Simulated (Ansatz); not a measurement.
A run of Ansatz (development build ahead of 0.2.0) on quartet CrNO at this shape:

```
atom   x (Å)   y (Å)   z (Å)
  Cr  0.0000  0.0000  0.0000
   N  0.0000  0.0000  1.7200
   O  0.0000  0.0000  2.9200
```

Its results:

* Converged: yes
* Total energy: -1172.62531 hartree
* Spin squared of the determinant: 5.590
* Stability test: minimum

Question: Which input gives this output? Name the method, the orbitals and the basis set, and write the input.

Answer: UHF in pcseg-2.

```yaml
crystal:
  periodic: [false, false, false]
  atoms:
    - { symbol: Cr, position_ang: [0.0, 0.0, 0.0] }
    - { symbol: "N", position_ang: [0.0, 0.0, 1.72] }
    - { symbol: O, position_ang: [0.0, 0.0, 2.92] }
basis:
  gaussian: { orbitals: pcseg-2 }
magnetization:
  spin_polarized: true
  initial_magnetization: 3
hamiltonian:
  xc: hf
```

Caution: another spin multiplicity may lie lower; the unrestricted determinant is a mixture of spin states.
